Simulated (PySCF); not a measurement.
Copper: a sound run and one with changed settings

Sound run: Cu⁺ [Ar] 3d10, Cu²⁺ [Ar] 3d9. Calculation: PySCF 2.14, in aug-cc-pVDZ-DK (7s6p4d2f, 59 functions); the spin-free X2C one-electron Hamiltonian (Gaussian nucleus). The sound run starts from symmetry-adapted Hartree-Fock orbitals and uses a fine grid where one is needed.

A second run was set up differently.

```csv
species,method,sound run (hartree),changed run (hartree),converged
Cu⁺,UHF,-1652.90651,-1652.90651,yes
Cu⁺,LDA,-1651.58983,-1651.58973,yes
Cu⁺,M06-L,-1654.39888,-1654.42900,yes
Cu²⁺,UHF,-1652.27526,-1652.27526,yes
Cu²⁺,LDA,-1650.80337,-1650.80326,yes
Cu²⁺,M06-L,-1653.66773,-1653.69010,yes
```

Ionisation energy of Cu⁺:

| method | sound run (eV) | changed run (eV) |
| --- | --- | --- |
| UHF | 17.177 | 17.177 |
| LDA | 21.401 | 21.401 |
| M06-L | 19.896 | 20.107 |

**Question.** What was changed?
A. minimal basis
B. level shift left on
C. radial grid too coarse
D. a valence shell is frozen

**Answer.** C. It used radial step 0.3 in ln r (0.13 in the sound run). A coarse radial grid mis-integrates the density and the exchange-correlation energy, with errors of either sign; Hartree-Fock needs no grid.
